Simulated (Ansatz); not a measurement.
Consider the ligand exchange at a B–C bond: `B[C@@H](F)[Si@@H](N)F` + `N[SiH2][TeH]` → `B[Te][SiH2]N` + `N[SiH](F)CF`.

Isolated molecules relaxed with PBE0-D4/def2-TZVP in Ansatz; ΔE leaves out vibrations. CCSD(T)/CBS adds triple-zeta CCSD(T) − MP2 to the extrapolated MP2 energy (def2 sets, frozen cores). DFT in def2-TZVPP. Elements past krypton have def2 core potentials. For Te outer-core shells are correlated without core-valence functions, which leaves a few kJ/mol of doubt a bond. One conformer a species, not always the lowest.

(1) Is it downhill or uphill in electronic energy at CCSD(T)/CBS, and by how much? (Best estimate.)

(2) What do these levels give: BHLYP-D4, CAM-B3LYP-D4, B2PLYP, PBE-QIDH, revPBE, PBE0, r2SCANh, r2SCAN0, CCSD(T)/def2-SVP, HF/def2-QZVPP, HF/CBS(def2), CCSD/CBS(def2)? (Estimate.)

Largest T1 diagnostic among the species: 0.014.

Results:

(1) The calculation gave: Downhill: ΔE = -13.1 kcal/mol.

(2) Ansatz gave: BHLYP-D4 -10.9, CAM-B3LYP-D4 -9.7, B2PLYP -12.3, PBE-QIDH -12.8, revPBE -12.6, PBE0 -11.8, r2SCANh -11.5, r2SCAN0 -11.5, CCSD(T)/def2-SVP -12.6, HF/def2-QZVPP -10.1, HF/CBS(def2) -10.1, CCSD/CBS(def2) -12.2 kcal/mol.

In def2-TZVPP, CCSD(T) changes the Hartree–Fock value by −3.1 kcal/mol (the triples alone add −0.9 kcal/mol) and MP2 by −4.3 kcal/mol. From BLYP to BHLYP (50 % exact exchange), in def2-TZVPP and without D4, ΔE moves by +0.8 kcal/mol. Leaving LDA and LC-ωPBE aside and taking each functional with its dispersion term where it has one, the values spread over 3.1 kcal/mol, from PBE-QIDH to CAM-B3LYP-D4. LDA lies +1.7 kcal/mol from PBE without D4.
